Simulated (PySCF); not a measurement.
# Electron correlation in Mg(3+) (magnesium, charge +3)

[He] 2s2 2p5, 2P determinant. All numbers are calculated (PySCF 2.14, the spin-free X2C one-electron Hamiltonian (Gaussian nucleus), in cc-pVTZ-DK (5s4p2d1f, 34 functions)). Frozen: [He] 2s2; 5 electrons correlated.

Total MP2 correlation energy: -2.12 mhartree.

Same-spin part -0.49 and opposite-spin part -1.63 mhartree; SCS-MP2 scales them by 1/3 and 6/5 to -2.12 mhartree.

| level | correlation energy (mhartree) |
| --- | --- |
| CCSD | -2.23 |
| (T) | -0.02 |
| CCSD(T) | -2.25 |

Diagnostics: T1 = 0.00066, D1 = 0.0010, largest double amplitude 0.003.

Cost of the coupled-cluster step: 0.49 s of wall time on 1 thread of Neoverse-N1 (shared host), for 5 correlated electrons.
